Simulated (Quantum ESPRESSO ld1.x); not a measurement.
The fluorine ion F2+, configuration [He] 2s2 2p3. Method: non-relativistic Kohn-Sham, LDA (Slater exchange, Perdew-Zunger correlation), spin-polarised, spherical densities, point nucleus; open shells are filled with parallel spins first; computed with ld1.x of Quantum ESPRESSO 7.5.

X-ray form factor f0, the Fourier transform of the density (f0(0) = 7):

sin(theta)/lambda (1/angstrom)  f0 (electrons)
0.05                                     6.908
0.1                                      6.643
0.15                                     6.237
0.2                                      5.735
0.25                                     5.186
0.3                                      4.632
0.4                                      3.630
0.5                                      2.859
0.6                                      2.324
0.8                                      1.745
1                                        1.483
1.25                                     1.286
1.5                                      1.118
2                                        0.808
